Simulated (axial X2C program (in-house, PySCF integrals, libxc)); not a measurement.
**How the levels of PdF (d8 s1 p(π)0 orbitals) move with the bond length**

Computed with an axial X2C code built on PySCF integrals: two-component X2C with atomic mean-field Coulomb and Gaunt terms, basis Pd dyall-v4z, F dyall-v4z (cores contracted in-house). Orbitals come from Hartree–Fock averaged over the configuration Pd d8 s1 p(π)0; CI then distributes these electrons over the d, s, p(π) shells of Pd.

At R = 1.978 Å:

```csv
Ω,energy (cm⁻¹),g∥,μ (D),configuration
1/2,0,1.63,-5.92,89% d9 + 7% d8 s1
5/2,683,6.42,-5.02,52% d9 + 46% d8 s1
3/2,809,3.57,-5.87,76% d9 + 21% d8 s1
5/2,939,6.73,-3.72,81% d8 s1 + 18% d9
3/2,1011,3.63,-3.05,100% d8 s1
1/2,1316,0.63,-3.14,97% d8 s1
7/2,1366,9.95,-3.06,100% d8 s1
1/2,2665,2.31,-3.28,92% d8 s1 + 8% d9
5/2,3104,6.75,-3.11,97% d8 s1
1/2,3494,0.76,-5.41,67% d9 + 30% d8 s1
3/2,3738,2.92,-3.65,83% d8 s1 + 16% d9
3/2,3862,2.60,-5.33,60% d9 + 37% d8 s1
9/2,5725,12.00,-3.30,100% d8 s1
7/2,7107,8.04,-3.29,100% d8 s1
```

g∥ is the magnitude of 2⟨Lz + ge Sz⟩ for the +Ω component. μ is positive if the F end is positive. The lowest 14 levels at most are listed.

At R = 1.840 Å:

```tsv
Ω	energy (cm⁻¹)	g∥	μ (D)	configuration
1/2	0	1.75	-4.63	75% d9 + 21% d8 s1
5/2	640	6.76	-3.42	64% d8 s1 + 34% d9
3/2	885	3.58	-4.65	65% d9 + 32% d8 s1
5/2	973	6.65	-3.13	71% d8 s1 + 27% d9
3/2	973	3.67	-2.01	98% d8 s1
1/2	1363	0.38	-2.25	91% d8 s1 + 8% d9
7/2	1720	9.96	-2.04	100% d8 s1
1/2	2591	2.97	-2.14	92% d8 s1 + 7% d9
5/2	3215	6.51	-2.09	97% d8 s1
1/2	3561	0.48	-4.40	62% d9 + 35% d8 s1
3/2	3937	2.54	-3.84	54% d8 s1 + 44% d9
3/2	4130	2.63	-2.96	76% d8 s1 + 23% d9
9/2	7194	12.00	-2.28	100% d8 s1
7/2	8536	8.03	-2.28	100% d8 s1
```

The lowest level lies 1024 cm⁻¹ above the lowest at the first distance.

How does the gap from the lowest to the fifth level change between the two distances?

From 1011 to 973 cm⁻¹, a factor of 0.96.

Dynamic correlation is missing, so gaps between terms are too wide and other configurations may lie lower; the lowest level listed is that of this model, not necessarily the ground state. The lowest levels belong to d9, not to the averaged configuration, so orbitals and distance suit them less well. For d shells the ligand-field splittings (σ, π, δ) and their order can be off by a thousand cm⁻¹ or more. At most 4 roots were kept for each Ω > 0 (twice that for Ω = 0) within 3.2 eV of the lowest, so higher up levels can be missing between those listed; levels with Ω > 0 are doubly degenerate and listed once, Ω = 0 levels singly. States that fill the shells left empty in the average are placed too high.
